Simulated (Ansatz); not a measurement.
B9. Charge 0, multiplicity 2. Geometry PBE-D4/def2-SVP; atoms count from 1.

Cartesian coordinates in Å:
```
B 0.111 -1.834 -1.010
B 0.312 -0.857 1.726
B 0.292 -1.837 0.522
B -0.111 1.811 0.982
B 0.149 0.659 1.953
B -0.308 0.828 -1.723
B -0.149 -0.683 -1.985
B 0.002 0.068 0.084
B -0.297 1.845 -0.549
```

The structure comes from a short search, and lower isomers may exist.

Question: Estimate the Mulliken populations from the PBE0/def2-TZVP orbitals of Ansatz.

Answer: 
```csv
atom,charge (e),spin (α − β)
B1,-0.04,-0.02
B2,0.05,0.28
B3,0.05,0.29
B4,-0.03,0.01
B5,-0.03,0.00
B6,0.04,0.28
B7,-0.04,-0.03
B8,-0.04,-0.10
B9,0.05,0.29
```
Mulliken values and Mayer orders depend strongly on the basis.

Question: Where does the spin sit?

Answer: Summed by element: B 1.00, of 1 unpaired in all. Largest on single atoms: B3 0.29, B9 0.29, B6 0.28.

Question: And the Mayer bond orders between bonded heavy atoms (over 0.3)?

Answer: B1–B3 1.26 (1.54 Å); B1–B7 1.42 (1.53 Å); B2–B3 1.21 (1.55 Å); B2–B5 1.26 (1.54 Å); B2–B8 0.48 (1.91 Å); B3–B8 0.44 (1.98 Å); B4–B5 1.35 (1.53 Å); B4–B8 0.48 (1.96 Å); B4–B9 1.25 (1.54 Å); B5–B8 0.48 (1.97 Å); B6–B7 1.27 (1.54 Å); B6–B8 0.44 (1.98 Å); B6–B9 1.21 (1.55 Å); B8–B9 0.48 (1.91 Å). Values over 0.3 also appear between atoms too far apart for a bond (B1–B8 0.35 at 2.20 Å; B7–B8 0.35 at 2.21 Å); they arise where an orbital or an unpaired electron spreads over both atoms.
